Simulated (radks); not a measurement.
Species: Rh4+. Configuration: [Kr] 4d4 4f1 (not the ground configuration). Method: scalar-relativistic Kohn-Sham, PBE, spin-polarised, spherical densities, point nucleus; open shells are filled with parallel spins first (spin-orbit coupling, left out, can overturn this in heavy ions); computed with a radial shooting solver on a logarithmic mesh with Libxc functionals.

Unscreened Slater integrals over Kohn-Sham orbitals (eV). They are taken over the spin-up orbitals.

\begin{tabular}{lr}
integral & value \\ \hline
F0(4f,4f) & 9.8548 \\
F2(4f,4f) & 4.7673 \\
F4(4f,4f) & 3.0139 \\
F6(4f,4f) & 2.1759 \\
F0(4f,4d) & 12.429 \\
F2(4f,4d) & 4.8992 \\
F4(4f,4d) & 2.8732 \\
G1(4f,4d) & 5.3192 \\
G3(4f,4d) & 3.1647 \\
G5(4f,4d) & 2.1930 \\
F0(4f,4p) & 12.859 \\
F2(4f,4p) & 4.3988 \\
G2(4f,4p) & 3.0684 \\
G4(4f,4p) & 2.0336 \\
F0(4f,4s) & 12.995 \\
G3(4f,4s) & 2.1482 \\
F0(4d,4d) & 19.314 \\
F2(4d,4d) & 9.8793 \\
F4(4d,4d) & 6.5501 \\
F0(4d,4p) & 21.068 \\
F2(4d,4p) & 10.668 \\
G1(4d,4p) & 13.473 \\
G3(4d,4p) & 8.3199 \\
F0(4d,4s) & 21.708 \\
G2(4d,4s) & 10.038 \\
F0(4p,4p) & 23.442 \\
F2(4p,4p) & 12.385 \\
F0(4p,4s) & 24.353 \\
G1(4p,4s) & 16.604 \\
F0(4s,4s) & 25.399 \\
\end{tabular}

Derived for the open shells (J is the average intra-shell exchange parameter used in DFT+U). 4d: Racah B = F2/49 - 5 F4/441 = 0.1274 eV, C = 35 F4/441 = 0.5198 eV, C/B = 4.08, F4/F2 = 0.663, J = (F2 + F4)/14 = 1.174 eV. 4f: F4/F2 = 0.632, F6/F2 = 0.456, J = (286 F2 + 195 F4 + 250 F6)/6435 = 0.3877 eV.
